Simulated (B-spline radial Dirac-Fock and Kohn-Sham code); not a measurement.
# Photoemission from Tl at Cu Kα (8047.8 eV), detector at θ = 60°, φ = 180°

System: the Tl atom in the configuration 1s2 2s2 2p6 3s2 3p6 3d10 4s2 4p6 4d10 4f14 5s2 5p6 5d10 6s2 6p1. Level of theory: Dirac-Hartree-Slater photoionisation with a Latter tail; cross sections with all multipoles, angular parameters from the dipole term and its interference with E2; an atomic code on a B-spline grid. Thresholds are tabulated edges, those marked * orbital energies of the model. For linearly polarised light dσ/dΩ = σ/(4π) [1 + β P₂(cos θ) + (δ + γ cos²θ) sin θ cos φ], with θ from the polarisation vector and φ the angle between the beam and the projection of the electron momentum on the plane normal to the polarisation. The dipole factor is 1 + βP₂ and the non-dipole term is the rest of the bracket. Open shells are filled statistically over j.

Input of the calculation (task.json; shells as n, l, electrons):

```json
{"items": [{
  "Z": 81,
  "q": 0,
  "cfg": [[1, 0, 2], [2, 0, 2], [2, 1, 6], [3, 0, 2], [3, 1, 6], [3, 2, 10], [4, 0, 2], [4, 1, 6], [4, 2, 10], [4, 3, 14], [5, 0, 2], [5, 1, 6], [5, 2, 10], [6, 0, 2], [6, 1, 1]],
  "A": 205,
  "rrms": 5.4759,
  "do": "xps",
  "hv": [52.2, 60, 81.3, 82.2, 106.0, 115.0, 135.0, 145.0, 150, 163.0, 275.0, 300, 373.0, 400, 456.0, 479.0, 585.0, 944.0, 1040.0, 1253.6, 1486.9, 2360.0, 4720.0, 5510.0, 5820.0, 6120.0, 8047.8, 10000.0, 11500.0, 12000],
  "edges": {"K": 85530.0, "L1": 15347.0, "L2": 14698.0, "L3": 12658.0, "M1": 3704.0, "M2": 3416.0, "M3": 2957.0, "M4": 2485.0, "M5": 2389.0, "N1": 846.2, "N2": 720.5, "N3": 609.5, "N4": 405.7, "N5": 385.0, "N6": 122.2, "N7": 117.8, "O1": 136.0, "O2": 94.6, "O3": 73.5}
}]}
```

Command: `python xray2_run.py task.json out`

```tsv
subshell	threshold (eV)	σ (kb)	β	γ	δ	dipole factor	non-dipole term	dσ/dΩ (kb/sr)
3s	3704.0	6.40	1.91	0.08	-0.003	0.761	-0.015	0.380
3p1/2	3416.0	8.79	1.59	0.06	0.000	0.801	-0.014	0.551
3p3/2	2957.0	16.1	1.69	0.11	0.022	0.789	-0.043	0.956
3d3/2	2485.0	10.8	1.29	0.93	0.134	0.839	-0.317	0.449
3d5/2	2389.0	14.3	1.20	0.98	0.142	0.851	-0.336	0.584
4s	846.2	1.81	1.92	-0.13	-0.003	0.760	+0.032	0.114
4p1/2	720.5	2.17	1.64	0.25	-0.003	0.795	-0.051	0.128
4p3/2	609.5	3.78	1.75	0.32	0.019	0.782	-0.086	0.210
4d3/2	405.7	2.16	1.31	1.12	0.114	0.836	-0.340	0.0853
4d5/2	385.0	2.82	1.18	1.13	0.129	0.853	-0.356	0.111
4f5/2	122.2	0.288	0.80	1.43	0.353	0.901	-0.616	0.00653
4f7/2	117.8	0.351	0.77	1.42	0.364	0.904	-0.623	0.00787
5s	136.0	0.394	1.92	-0.15	-0.003	0.760	+0.036	0.0250
5p1/2	94.60	0.411	1.65	0.30	-0.004	0.794	-0.060	0.0240
5p3/2	73.50	0.684	1.75	0.37	0.018	0.781	-0.095	0.0373
5d3/2	21.64*	0.246	1.31	1.14	0.111	0.836	-0.344	0.00965
5d5/2	19.21*	0.311	1.17	1.15	0.128	0.853	-0.359	0.0122
6s	11.84*	0.0443	1.92	-0.15	-0.003	0.760	+0.036	0.00281
6p1/2	5.14*	0.00396	1.65	0.30	-0.004	0.794	-0.062	0.000231
6p3/2	4.09*	0.00477	1.76	0.37	0.018	0.781	-0.096	0.000260
```
